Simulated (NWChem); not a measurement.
BNH2Cl2; SMILES NB(Cl)Cl

```xyz
6

B      0.0000     0.0000    -0.3333
Cl     1.5354     0.0000     0.5593
Cl    -1.5354     0.0000     0.5593
N      0.0000     0.0000    -1.7306
H     -0.8610     0.0000    -2.2769
H      0.8610     0.0000    -2.2769
```
Atoms are numbered in this order, from 1.

Program: NWChem. Coordinates come from a PBE-D3(BJ)/def2-SVP optimisation. Vzz is the largest principal value of the second derivative of the potential at the nucleus (NWChem prints the opposite sign); η is the asymmetry. Non-relativistic.

For level PBE0/def2-TZVP:

| Item | Result |
|---|---|
| Vzz Cl3 (a.u.) | 2.358 |

### Question
How do the values read with level PBE0/cc-pVTZ instead?

### Answer
The vzz Cl3 (a.u.) is 2.187.
